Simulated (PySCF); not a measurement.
## Correlation energy of Ge³⁺ (germanium, charge +3)

Starting occupation: [Ar] 3d9 4s2, 3d3/2 with m_j = -3/2, -1/2, +1/2, +3/2, 3d5/2 with m_j = -3/2, -1/2, +1/2, +3/2, +5/2. Computed with PySCF 2.14 in x2c-TZVPall-2c with one added diffuse shell each of s, p, d type (7s8p5d1f, 63 functions), with X2C-1e with screened-nucleus spin-orbit coupling, Gaussian nucleus. Frozen: [Ne]; 19 electrons correlated.

MP2 pair energies summed by pair of shells (mhartree):

| pair | energy | share (%) |
| --- | --- | --- |
| 3d-3p | -65.80 | 28.3 |
| 3d-3d | -62.65 | 26.9 |
| 4s-4s | -28.71 | 12.3 |
| 3p-3p | -23.57 | 10.1 |
| 3d-4s | -16.58 | 7.1 |
| 3d-3s | -14.41 | 6.2 |
| 3p-3s | -10.64 | 4.6 |
| 3p-4s | -8.31 | 3.6 |
| 3s-3s | -1.39 | 0.6 |
| 3s-4s | -0.76 | 0.3 |

Total MP2 correlation energy: -232.81 mhartree.

The GHF reference relaxed away from the jj start to a determinant that is no pure jj level (⟨S²⟩ = 0.75, ⟨J²⟩ = 8.75); the energies belong to that determinant.

This basis was not built for core-valence correlation, so the inner-shell part is incomplete.
